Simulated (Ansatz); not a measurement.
Basis sets compared for the cluster Cs₃H₃⁺ (the lowest doublet isomer of a short search). Charge 1, multiplicity 2. Geometry PBE0-D4/def2-TZVP. Ansatz on 4 threads of Arm Neoverse N1 on a shared host; times are rough, and most runs start from earlier orbitals.

```xyz
6

Cs   -0.987   -6.259   -0.078
Cs   -1.700   -0.531   -0.641
Cs    0.421    4.328   -0.086
H     1.676   -0.007    0.692
H     1.202    0.533    0.468
H    -0.612    1.935   -0.354
```

In the def2 sets Cs takes a core potential; there is no spin–orbit coupling. In the doublet, H4 and H5 lie 0.75 Å apart (atoms count from 1), so H2 has formed as a molecule. The structure comes from a short search, and lower isomers may exist.

```csv
level,functions,energy (Eh),HOMO (eV),LUMO (eV),wall time
PBE-D4/def2-SVP,87,-62.0941,-4.62,-4.09,3.7 s
PBE0-D4/def2-SVP,87,-62.0789,-4.99,-3.54,3.7 s
```

(1) Estimate the rows for PBE-D4/def2-TZVP, PBE0-D4/def2-TZVP.

Results:

(1) 
```tsv
level	functions	energy (Eh)	HOMO (eV)	LUMO (eV)	wall time
PBE-D4/def2-TZVP	105	-62.1059	-4.61	-4.06	4.3 s
PBE0-D4/def2-TZVP	105	-62.0897	-4.98	-3.51	5.5 s
```
